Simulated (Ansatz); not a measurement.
Born–Oppenheimer molecular dynamics of Cl3H4NOZr (10 atoms, charge 0, multiplicity 1). It starts at the highest image of a converged band, a first-order saddle point between two minima.

All numbers below come from RKS PBE-D4/def2-SVP (Ansatz 0.2.0).

* ensemble: NVE (velocity Verlet)
* time step: 0.5 fs
* steps asked: 200
* starting velocities drawn for: 100 K
* seed: 6720

First frame:

```xyz
10
Properties=species:S:1:pos:R:3
Zr 0.161 -0.251 0.068
N 0.219 -0.061 2.234
H -0.689 0.046 2.708
H 0.847 0.647 2.640
Cl 2.135 0.413 -1.021
Cl -1.256 1.637 -0.153
Cl -1.223 -1.824 -1.048
O 1.039 -2.022 1.125
H 0.720 -2.942 1.079
H 0.733 -1.411 2.000
```

(1) How far do the bonds stretch over the last three quarters of this one trajectory? (Pairs bonded in most of those frames.)

## Answers

(1) 
| bond | mean (Å) | spread (Å) | shortest | longest |
| --- | --- | --- | --- | --- |
| Zr1–N2 | 2.102 | 0.019 | 2.07 | 2.16 |
| Zr1–Cl5 | 2.354 | 0.016 | 2.33 | 2.38 |
| Zr1–Cl6 | 2.364 | 0.013 | 2.35 | 2.39 |
| Zr1–Cl7 | 2.388 | 0.011 | 2.37 | 2.41 |
| Zr1–O8 | 2.369 | 0.026 | 2.31 | 2.40 |
| Zr1–H10 | 2.462 | 0.048 | 2.39 | 2.54 |
| N2–H3 | 1.029 | 0.008 | 1.02 | 1.04 |
| N2–H4 | 1.031 | 0.007 | 1.02 | 1.04 |
| O8–H9 | 0.976 | 0.004 | 0.97 | 0.98 |
| O8–H10 | 1.018 | 0.016 | 0.99 | 1.05 |

Mean temperature of the second half: 84 K. The conserved energy stayed within 0.026 meV per atom of its start (net change 0.02 meV per atom), so the integration is sound. A run of 0.1 ps of so small a system gives no equilibrium averages. The orbitals stay closed-shell, which can raise the energy where a bond breaks towards radicals; this wasn't checked here.

Time of the run: 7.1 min on 4 threads of Arm Neoverse V1, with other jobs on the host, peak memory 0.22 GiB.
